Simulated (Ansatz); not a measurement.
Input for Ansatz (an electronic-structure program): R-B3LYP/def2-TZVPP on FHSi (SMILES F[SiH]).

Ansatz 0.2 input:
```yaml
crystal:
  periodic: [false, false, false]
  atoms:
    - {symbol: Si, position_ang: [-0.20606637, -0.34715923, 0.44878867]}
    - {symbol: H, position_ang: [-1.00236576, -1.19458587, -0.55799162]}
    - {symbol: F, position_ang: [0.43192166, 0.67275722, -0.63611663]}
basis:
  gaussian:
    orbitals: def2-TZVPP
hamiltonian:
  xc: {name: B3LYP}
accuracy: high
relax: {f_tol: 0.0005, max_steps: 60}
scf: {lower_state_search: off}
output: {forces: true}
```

Output:

```
WARN ansatz: RAYON_NUM_THREADS=1 ignored (pool sized by the plan → 1); use --threads N
Functional definition: B3LYP
these checks for a lower state are left out or cut short: stability, starts, cluster_reference, orbital_swaps, neighbouring_geometries, increment
integrals: 0.09 GiB planned
1417 factors; integrals over basis functions are off by at most 2.2e-9 eV
mean field: 0.30 GiB planned
mean field evaluation 1: about -10610.8236 eV, gradient 3.5e1 eV
mean field evaluation 2: about -10605.1268 eV, gradient 7.2e1 eV
mean field evaluation 4: about -10612.7107 eV, gradient 9.7e-1 eV
mean field evaluation 8: about -10612.7129 eV, gradient 6.1e-3 eV
mean field evaluation 16: about -10612.7129 eV, gradient 7.1e-8 eV
mean field -10612.71289758 eV, -390.0100054308 hartree, gradient 7.0e-8 eV, S^2 0.000000; 0 other end points of the search recorded, 0 dependent functions left out
the calculation of the forces begins
reference -10612.71292554 eV, -390.0100064583 hartree; 12, 12 occupied and 75, 75 virtual orbitals, 1417 factors
relax step   1: F+E_penalty+E_count = -10612.71289758 eV  Δ(F+E_penalty+E_count) = +0.000e0 eV  max|allowed force component| = 1.119e-2 eV/Å  Δτ_max = 0.0000 Å  (15 SCF iters, accepted)
these checks for a lower state are left out or cut short: stability, starts, cluster_reference, orbital_swaps, neighbouring_geometries, increment
integrals: 0.09 GiB planned
1417 factors; integrals over basis functions are off by at most 2.2e-9 eV
mean field: 0.30 GiB planned
mean field -10612.71290186 eV, -390.0100055881 hartree, gradient 9.6e-8 eV, S^2 0.000000; 0 other end points of the search recorded, 0 dependent functions left out
the calculation of the forces begins
reference -10612.71292982 eV, -390.0100066155 hartree; 12, 12 occupied and 75, 75 virtual orbitals, 1417 factors
relax step   2: F+E_penalty+E_count = -10612.71290186 eV  Δ(F+E_penalty+E_count) = -4.279e-6 eV  max|allowed force component| = 2.153e-3 eV/Å  Δτ_max = 0.0005 Å  (15 SCF iters, accepted)
these checks for a lower state are left out or cut short: stability, starts, cluster_reference, orbital_swaps, neighbouring_geometries, increment
integrals: 0.09 GiB planned
1417 factors; integrals over basis functions are off by at most 2.2e-9 eV
mean field: 0.30 GiB planned
mean field evaluation 32: about -10612.7129 eV, gradient 4.4e-8 eV
mean field -10612.71290240 eV, -390.0100056079 hartree, gradient 4.4e-8 eV, S^2 0.000000; 0 other end points of the search recorded, 0 dependent functions left out
the calculation of the forces begins
reference -10612.71293035 eV, -390.0100066353 hartree; 12, 12 occupied and 75, 75 virtual orbitals, 1417 factors
relax step   3: F+E_penalty+E_count = -10612.71290240 eV  Δ(F+E_penalty+E_count) = -5.386e-7 eV  max|allowed force component| = 6.436e-4 eV/Å  Δτ_max = 0.0002 Å  (16 SCF iters, accepted)
these checks for a lower state are left out or cut short: stability, starts, cluster_reference, orbital_swaps, neighbouring_geometries, increment
integrals: 0.09 GiB planned
1417 factors; integrals over basis functions are off by at most 2.2e-9 eV
mean field: 0.30 GiB planned
mean field -10612.71290243 eV, -390.0100056090 hartree, gradient 1.9e-8 eV, S^2 0.000000; 0 other end points of the search recorded, 0 dependent functions left out
the calculation of the forces begins
reference -10612.71293038 eV, -390.0100066364 hartree; 12, 12 occupied and 75, 75 virtual orbitals, 1417 factors
relax step   4: F+E_penalty+E_count = -10612.71290243 eV  Δ(F+E_penalty+E_count) = -2.979e-8 eV  max|allowed force component| = 2.353e-4 eV/Å  Δτ_max = 0.0001 Å  (15 SCF iters, accepted)
Total energy: -10612.71293038 eV, -390.0100066364 hartree
Atom 0 at    -0.206249    -0.347323     0.448383 Å, force     0.000151     0.000235    -0.000220 eV/Å
Atom 1 at    -1.002276    -1.194526    -0.557679 Å, force    -0.000019    -0.000022    -0.000015 eV/Å
Atom 2 at     0.432015     0.672861    -0.636024 Å, force    -0.000132    -0.000213     0.000235 eV/Å
Dipole moment:    -0.095839    -0.146843     0.127640 e Å
Checks for a lower state left out: stability, starts, cluster_reference, orbital_swaps, neighbouring_geometries, increment
```

Self-consistency was reached.

Cost: roughly 6 core-seconds.
